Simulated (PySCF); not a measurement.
A side-by-side comparison of computed properties.

First species: C6H10O2S.
InChI=1S/C6H10O2S/c1-3-5-9(7,8)6-4-2/h3-4H,1-2,5-6H2

Second species: C8H8S.
SMILES: `CC(=S)[C@@]12[C@@H]3[C@H]4[C@@H]3[C@@H]1[C@H]42`

Levels: B3LYP/def2-SVPD for dipole moment, HOMO energy, LUMO energy, HOMO–LUMO gap, static isotropic polarisability and electronic spatial extent ⟨r²⟩ about the centre of nuclear charge; TDDFT B3LYP/def2-SVPD for lowest singlet excitation; TDA B3LYP/def2-SVPD for lowest triplet excitation (Tamm–Dancoff); ΔSCF B3LYP/def2-SVPD for vertical ionisation energy; PBE0-D3(BJ)/def2-SVP for rotational constant A and rotational constant C. Geometries: PBE0-D3(BJ)/def2-SVP. All species are isolated and taken at one optimised geometry, non-relativistic unless stated; the electronic structure was computed with PySCF and density fitting.

Dipoles, sizes and rotational constants follow the conformer. The torsions of the flexible species, by atom-mapped SMILES:
- `[CH2:1]=[CH:2][CH2:3][S:4](=[O:5])(=[O:6])[CH2:7][CH:8]=[CH2:9]`: C1–C2–C3–S4 -120°, C2–C3–S4–O5 -176°, C3–S4–C7–C8 -169°, S4–C7–C8–C9 -111°
- `[CH3:1][C:2](=[S:3])[C@@:4]12[C@@H:5]3[C@H:6]4[C@@H:7]3[C@@H:8]1[C@@H:9]24`: C1–C2–C4–C5 0°

Values for the first species:

```
Dipole moment                                                     : 4.54 D
HOMO energy                                                       : -7.44 eV
LUMO energy                                                       : -1.07 eV
HOMO–LUMO gap                                                     : 6.37 eV
Lowest singlet excitation                                         : 5.81 eV
Lowest triplet excitation (Tamm–Dancoff)                          : 4.23 eV
Static isotropic polarisability                                   : 104.1 au
Vertical ionisation energy                                        : 9.23 eV
Electronic spatial extent ⟨r²⟩ about the centre of nuclear charge : 1579 bohr²
Rotational constant A                                             : 2.243 GHz
Rotational constant C                                             : 0.788 GHz
```

Estimate the same properties for the second species, and the change in each.

```
                                                         property       first      second  second less first
                                                    dipole moment      4.54 D      3.92 D            -0.62 D
                                                      HOMO energy    -7.44 eV    -5.88 eV           +1.56 eV
                                                      LUMO energy    -1.07 eV    -1.93 eV           -0.86 eV
                                                    HOMO–LUMO gap     6.37 eV     3.95 eV           -2.42 eV
                                        lowest singlet excitation     5.81 eV     2.63 eV           -3.18 eV
                         lowest triplet excitation (Tamm–Dancoff)     4.23 eV     2.27 eV           -1.96 eV
                                  static isotropic polarisability    104.1 au    109.6 au            +5.5 au
                                       vertical ionisation energy     9.23 eV     8.00 eV           -1.23 eV
electronic spatial extent ⟨r²⟩ about the centre of nuclear charge  1579 bohr²  1290 bohr²         -289 bohr²
                                            rotational constant A   2.243 GHz   3.124 GHz         +0.881 GHz
                                            rotational constant C   0.788 GHz   0.933 GHz         +0.145 GHz
```

On the first: The dipole equals about 15.1 × 10⁻³⁰ C·m (1 D = 3.33564 × 10⁻³⁰ C·m). The principal polarisabilities are 86.7, 95.1 and 130.5 au; their mean is the isotropic value.

On the second: The 10 singlets span 2.63 to 6.07 eV, and their oscillator strengths add up to 0.40. The polarisability is 16.23 Å³ as a volume (1 au = 0.148185 Å³), or 1.52 au for each of the 72 electrons.
